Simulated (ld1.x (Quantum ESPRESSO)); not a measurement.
## Au (Z = 79): TM pseudisation with Wu–Cohen, scalar-relativistic reference atom.

ld1.x (Quantum ESPRESSO) 7.5 input, shortened:

```
&input
   title='Au', zed=79., rel=1, dft='WC', iswitch=3,
   config='[Xe] 4f14 5d10 6s0.75 6p0.25'
 /
 &inputp
   pseudotype=2, tm=.true., lloc=0,
   nlcc=.true., new_core_ps=.true., rcore=0.85
 /
3
5P  2  1   6.00   0.00  1.20  1.20  0.0
5D  3  2  10.00   0.00  1.45  1.45  0.0
6S  1  0   0.75   0.00  2.50  2.50  0.0
 &test
   configts(1)='5p6 5d10 6s0.75 6p0.25'
 /
```

Occupied shells without a wave of their own: 6p. They enter only through the test configuration that unscreens the potential, and ld1.x also counts them in the model core charge.

Poles of the logarithmic derivatives, all-electron (AE) and pseudo (PS). s: poles at 1.2 (AE) and 1.1 (PS) Ry. p: poles at -4.4, 2.8 (AE) and -4.4, 4.0 (PS) Ry. d: poles at -0.3 (AE) and -0.3 (PS) Ry. Test radius 2.72 bohr.

- Cutoffs needed: 140 Ry and 200 Ry (the cutoffs (Ry, on a coarse ladder) from which the occupation-weighted sum of valence levels, in a spherical-Bessel basis at the reference potential, stays within 10 and 1 mRy of its value at 400 Ry)
- Ghost test: no extra level below or beside the all-electron valence levels (p, d, s, f tested) (spherical-Bessel basis up to 400 Ry, 20 bohr box)
- Largest excitation error: -483 meV (all-electron minus pseudo) for 5p6 5d9 6s1 6p1, out of 7 test configurations

The potential misses its own reference levels by up to 0.3 eV. ld1.x takes every shell without a wave as core, so the model core holds the 6p electrons as well and exchange and correlation see them twice. This cancels in the reference configuration, but the file is broken for other ones, and its errors say nothing about a proper core correction.
